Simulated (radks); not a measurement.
Species: W16+. Configuration: [Kr] 4d10 4f11 5s1. All-electron calculation, non-relativistic Kohn-Sham, TPSS, spin-polarised, spherical densities, point nucleus; open shells are filled with parallel spins first (spin-orbit coupling, left out, can overturn this in heavy ions); meta-GGA in the generalised Kohn-Sham scheme; relativity is left out, which matters for an element this heavy. Program: a radial shooting solver on a logarithmic mesh with Libxc functionals. Some entries of the table are withheld. Estimate them.

| orbital | occ. | eigenvalue (hartree) | <r> (bohr) |
|---|---|---|---|
| 1s up | 1 | -2357.757 | 0.02047 |
| 1s down | 1 | -2357.751 | 0.02047 |
| 2s up | 1 | -398.6106 | 0.08646 |
| 2s down | 1 | -398.6045 | 0.08646 |
| 2p up | 3 | -382.5084 | 0.07315 |
| 2p down | 3 | -382.5027 | 0.07315 |
| 3s up | 1 | -101.3014 | 0.2194 |
| 3s down | 1 | -101.2103 | 0.2193 |
| 3p up | 3 | -93.85137 | 0.2096 |
| 3p down | 3 | -93.76676 | 0.2095 |
| 3d up | 5 | -80.01279 | 0.1839 |
| 3d down | 5 | -79.94847 | 0.1838 |
| 4s up | 1 | -30.50956 | 0.4831 |
| 4s down | 1 | -30.36328 | 0.4832 |
| 4p up | 3 | -27.36855 | 0.4885 |
| 4p down | 3 | -27.22006 | 0.4886 |
| 4d up | 5 | -21.65426 | 0.4984 |
| 4d down | 5 | -21.50034 | 0.4985 |
| 4f up | 7 | (1) | 0.5179 |
| 4f down | 4 | (2) | 0.5185 |
| 5s up | 1 | -13.04884 | 0.9816 |
| 5s down | 0 | -12.89555 | 0.9859 |
| 5p up | 0 | -11.87410 | 1.023 |
| 5p down | 0 | -11.72988 | 1.028 |
| 6s up | 0 | -7.39609 | 1.672 |
| 6s down | 0 | -7.29397 | 1.677 |

Answer. 
(1) 4f up eigenvalue (hartree): -14.14139
(2) 4f down eigenvalue (hartree): -13.97502
